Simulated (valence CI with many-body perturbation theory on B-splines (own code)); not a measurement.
# Tm⁶²⁺: magnetic and hyperfine properties of the levels

Calculated by valence CI with perturbative core correlation (CI+MBPT): five valence electrons over a frozen Dirac-Fock core [He], radial functions for each j: 11 s, 11 p, 10 d, 8 f, 5 g, 2 h, with the one-electron correlation potential Σ1 (screened to all orders), the two-electron term Σ2, the three-electron term Σ3, Breit, model QED; selected single and double excitations, second order for the rest, scaled by the run's own slope (own B-spline code, finite nucleus).

No measured spectrum was set against this ion. As an estimate, large intervals hold to a few tenths of a per cent, small ones and those within an open d or f shell to about a per cent. Among the levels kept, up to 7400 cm⁻¹ of a level comes from second order outside the variational space, and about a tenth of that is noise between levels of different J, which matters for small intervals.

A/g_I is the dipole constant over the nuclear g factor μ/I (μ in nuclear magnetons, uniformly magnetised nucleus), B/Q the quadrupole constant per barn. Both hold the static response of the core; the bare values leave it out. Large factors of s and p1/2 electrons are usually good to 5 to 10 %; those of open d and f shells near neutrality can be off by tens of per cent, and small factors of p3/2, d and f electrons come from cancelling terms and can be off by a factor of two or in sign, in half-filled shells by more. B is blank for J = 1/2, where it vanishes, and for nearly pure S terms. Energies count from the lowest level.

Levels are named by their leading jj configuration (3d3/2^4 stands for four electrons in 3d with j = 3/2), which in mixed levels can hold well under half, so a name can repeat and another be missing. Letters in brackets count levels of one name in rising energy.

| Level | E (× 10³ cm⁻¹) | g | A/g_I (MHz) | A/g_I bare | B/Q (MHz/b) | B/Q bare |
| --- | --- | --- | --- | --- | --- | --- |
| (2s^2 2p1/2^2 2p3/2) J=3/2 | 0.00 | 1.321 | 648000 | 664000 | 1250000 | 1250000 |
| (2s^2 2p1/2 2p3/2^2) J=3/2 | 8079.6 | 1.437 | -292000 | -269000 | 80900 | 81000 |
| (2s^2 2p1/2 2p3/2^2) J=5/2 | 8263.4 | 1.167 | 1620000 | 1630000 | -3910 | -3910 |
| (2s^2 2p1/2 2p3/2^2) J=1/2 | 8640.6 | 0.623 | 5440000 | 5420000 |  |  |
| (2s 2p1/2^2 2p3/2^2) J=5/2 | 10586 | 1.450 | 3850000 | 3830000 | 188000 | 189000 |
| (2s 2p1/2^2 2p3/2^2) J=1/2 | 11363 | 2.012 | 1.66e+07 | 1.64e+07 |  |  |
| (2s 2p1/2^2 2p3/2^2) J=3/2 | 11374 | 1.175 | -2540000 | -2480000 | -162000 | -162000 |
| (2s^2 2p3/2^3) J=3/2 | 16737 | 1.287 | 674000 | 688000 | -1340000 | -1340000 |
| (2s 2p1/2 2p3/2^3) J=3/2 [a] | 18869 | 1.584 | 3890000 | 3870000 | -1010000 | -1010000 |
| (2s 2p1/2 2p3/2^3) J=5/2 | 19189 | 1.283 | 4830000 | 4800000 | -1480000 | -1490000 |
| (2s 2p1/2 2p3/2^3) J=1/2 | 19651 | 1.357 | -6200000 | -6090000 |  |  |
| (2s 2p1/2 2p3/2^3) J=3/2 [b] | 19724 | 1.016 | 161000 | 193000 | -385000 | -385000 |
| (2p1/2^2 2p3/2^3) J=3/2 | 22490 | 1.303 | 629000 | 658000 | -1290000 | -1290000 |
| (2s 2p3/2^4) J=1/2 | 27872 | 1.864 | 1.67e+07 | 1.65e+07 |  |  |
| (2p1/2 2p3/2^4) J=1/2 | 30793 | 0.623 | 5470000 | 5430000 |  |  |
| (2s^2 2p1/2^2 3s) J=1/2 | 61611 | 1.996 | 4770000 | 4730000 |  |  |
| (2s^2 2p1/2^2 3p1/2) J=1/2 | 62371 | 0.648 | 1600000 | 1590000 |  |  |
| (2s^2 2p1/2^2 3p3/2) J=3/2 | 64879 | 1.323 | 190000 | 195000 | 372000 | 372000 |
| (2s^2 2p1/2^2 3d3/2) J=3/2 | 65555 | 0.783 | 111000 | 111000 | 64100 | 64700 |
| (2s^2 2p1/2^2 3d5/2) J=5/2 | 66280 | 1.190 | 39700 | 39800 | 60000 | 60600 |
| (2s^2 2p1/2 2p3/2 3s) J=3/2 [a] | 69794 | 1.657 | 1070000 | 1070000 | 817000 | 819000 |
| (2s^2 2p1/2 2p3/2 3s) J=1/2 | 69871 | 1.296 | -2300000 | -2260000 |  |  |
| (2s^2 2p1/2 2p3/2 3s) J=5/2 | 69950 | 1.311 | 2450000 | 2450000 | 1210000 | 1220000 |
| (2s^2 2p1/2 2p3/2 3s) J=3/2 [b] | 70000 | 0.958 | 1460000 | 1480000 | 722000 | 724000 |
| (2s^2 2p1/2 2p3/2 3p1/2) J=1/2 | 70546 | 1.730 | -1250000 | -1210000 |  |  |
| (2s^2 2p1/2 2p3/2 3p1/2) J=3/2 [a] | 70596 | 1.130 | 1110000 | 1120000 | 255000 | 255000 |
| (2s^2 2p1/2 2p3/2 3p1/2) J=5/2 | 70703 | 1.049 | 1820000 | 1820000 | 1210000 | 1210000 |
| (2s^2 2p1/2 2p3/2 3p1/2) J=3/2 [b] | 71001 | 1.310 | 998000 | 1010000 | 1240000 | 1250000 |
| (2s 2p1/2^2 2p3/2 3s) J=5/2 | 71977 | 1.596 | 4580000 | 4550000 | 1260000 | 1270000 |
| (2s 2p1/2^2 2p3/2 3s) J=3/2 [a] | 72196 | 1.436 | 5200000 | 5160000 | 684000 | 685000 |
| (2s 2p1/2^2 2p3/2 3s) J=1/2 | 72669 | 0.887 | -5500000 | -5400000 |  |  |
| (2s 2p1/2^2 2p3/2 3s) J=3/2 [b] | 72751 | 1.366 | -1250000 | -1210000 | 930000 | 932000 |
| (2s 2p1/2^2 2p3/2 3p1/2) J=3/2 [a] | 72817 | 1.673 | 5280000 | 5250000 | 863000 | 865000 |
| (2s 2p1/2^2 2p3/2 3p1/2) J=5/2 | 72825 | 1.339 | 4010000 | 3990000 | 1230000 | 1230000 |
| (2s^2 2p1/2 2p3/2 3p3/2) J=5/2 [a] | 72998 | 1.410 | -167000 | -153000 | 1310000 | 1310000 |
| (2s^2 2p1/2 2p3/2 3p3/2) J=1/2 [a] | 73044 | 1.483 | -1580000 | -1560000 |  |  |
| (2s^2 2p1/2 2p3/2 3p3/2) J=3/2 [a] | 73063 | 1.143 | 1660000 | 1660000 | -809000 | -810000 |
| (2s^2 2p1/2 2p3/2 3p3/2) J=7/2 | 73119 | 1.219 | 1150000 | 1150000 | 1600000 | 1600000 |
| (2s^2 2p1/2 2p3/2 3p3/2) J=3/2 [b] | 73284 | 1.402 | -89100 | -72900 | 188000 | 188000 |
| (2s^2 2p1/2 2p3/2 3p3/2) J=5/2 [b] | 73332 | 1.179 | 1420000 | 1420000 | 140000 | 140000 |

Take the isotope of mass number 169, with I = 1/2, μ = -0.231 μN. What is the hyperfine structure of (2s^2 2p1/2 2p3/2^2) J=5/2?

From the table A = -748000 MHz. Shifts from the centre of gravity in MHz: F = 2: 1310000, F = 3: -935000.
